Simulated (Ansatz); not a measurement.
Gas-phase electronic energies from Ansatz, PBE0-D4/def2-TZVP geometries. CCSD(T)/CBS adds triple-zeta CCSD(T) − MP2 to the extrapolated MP2 energy (def2 sets, frozen cores). def2 core potentials past Kr. For Sn outer-core shells are correlated without core-valence functions, which leaves a few kJ/mol of doubt a bond. Each species was taken in one conformer, which may not be the lowest.

Consider the isomerisation: `F[CH2][SnH2][SiH3]` → `FC[SiH2][SnH3]`.

```tsv
species	CCSD/CBS(def2) energy (Eh)
`F[CH2][SnH2][SiH3]`	-645.09373
`FC[SiH2][SnH3]`	-645.09812
```

Work out ΔE.

ΔE = (-645.09812) − (-645.09373) = -0.00439 Eh = -2.8 kcal/mol. CCSD(T)/CBS gives -2.6 kcal/mol.

Largest T1 diagnostic among the species: 0.013.

In def2-TZVPP, CCSD(T) changes the Hartree–Fock value by +1.1 kcal/mol (the triples alone add +0.2 kcal/mol) and MP2 by +1.4 kcal/mol.
